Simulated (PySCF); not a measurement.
**4-fluoroanisole (COc1ccc(F)cc1, C7H7FO)**

Molfile (atoms numbered from 1):
```
C7H7FO
     RDKit          3D

 16 16  0  0  0  0  0  0  0  0999 V2000
    2.9832    0.3590    0.2323 C   0  0  0  0  0  0  0  0  0  0  0  0
    1.9921   -0.4443   -0.3403 O   0  0  0  0  0  0  0  0  0  0  0  0
    0.6974   -0.1512   -0.0928 C   0  0  0  0  0  0  0  0  0  0  0  0
   -0.2530   -0.9918   -0.6899 C   0  0  0  0  0  0  0  0  0  0  0  0
   -1.6094   -0.7736   -0.4958 C   0  0  0  0  0  0  0  0  0  0  0  0
   -2.0218    0.2916    0.3003 C   0  0  0  0  0  0  0  0  0  0  0  0
   -3.3270    0.5031    0.4875 F   0  0  0  0  0  0  0  0  0  0  0  0
   -1.0992    1.1338    0.8989 C   0  0  0  0  0  0  0  0  0  0  0  0
    0.2663    0.9147    0.7040 C   0  0  0  0  0  0  0  0  0  0  0  0
    2.9420    0.3407    1.3362 H   0  0  0  0  0  0  0  0  0  0  0  0
    2.9104    1.4081   -0.1064 H   0  0  0  0  0  0  0  0  0  0  0  0
    3.9484   -0.0505   -0.0919 H   0  0  0  0  0  0  0  0  0  0  0  0
    0.1029   -1.8176   -1.3082 H   0  0  0  0  0  0  0  0  0  0  0  0
   -2.3592   -1.4204   -0.9549 H   0  0  0  0  0  0  0  0  0  0  0  0
   -1.4523    1.9608    1.5175 H   0  0  0  0  0  0  0  0  0  0  0  0
    0.9815    1.5850    1.1806 H   0  0  0  0  0  0  0  0  0  0  0  0
  1  2  1  0
  2  3  1  0
  3  4  1  0
  4  5  2  0
  5  6  1  0
  6  7  1  0
  6  8  2  0
  8  9  1  0
  9  3  2  0
  1 10  1  0
  1 11  1  0
  1 12  1  0
  4 13  1  0
  5 14  1  0
  8 15  1  0
  9 16  1  0
M  END
```

The calculation used PySCF, TDDFT CAM-B3LYP/aug-cc-pVDZ excited states, vertical, gas phase. Geometry: PBE0-D3(BJ)/def2-SVP.

(1) How strongly do the lowest singlets absorb one photon, and two photons of half the energy?

Answers

(1) δ for parallel linear polarisation; σ at the peak of a Lorentzian of half width 0.1 eV, single beam; Ω is circular over linear.
| state | E (eV) | f | photon λ (nm) | δ (au) | σ (GM) | Ω | main |
| --- | --- | --- | --- | --- | --- | --- | --- |
| S1 | 4.94 | 0.055 | 502 | 4.04 | 0.04 | 1.49 | HOMO→LUMO+1 0.87, HOMO−1→LUMO+7 0.09 |
| S2 | 5.63 | 0.006 | 440 | 40.5 | 0.47 | 1.50 | HOMO→LUMO 0.83 |
| S3 | 5.87 | 0.053 | 423 | 15.6 | 0.20 | 0.57 | HOMO→LUMO+7 0.53, HOMO−1→LUMO+1 0.23 |
| S4 | 6.12 | 0.001 | 405 | 29.5 | 0.41 | 1.50 | HOMO→LUMO+2 0.76, HOMO→LUMO+3 0.09 |
| S5 | 6.22 | 0.010 | 399 | 8.43 | 0.12 | 1.50 | HOMO→LUMO+3 0.75 |
| S6 | 6.54 | 0.000 | 379 | 8.7 | 0.14 | 1.50 | HOMO→LUMO+8 0.59, HOMO→LUMO+6 0.13 |
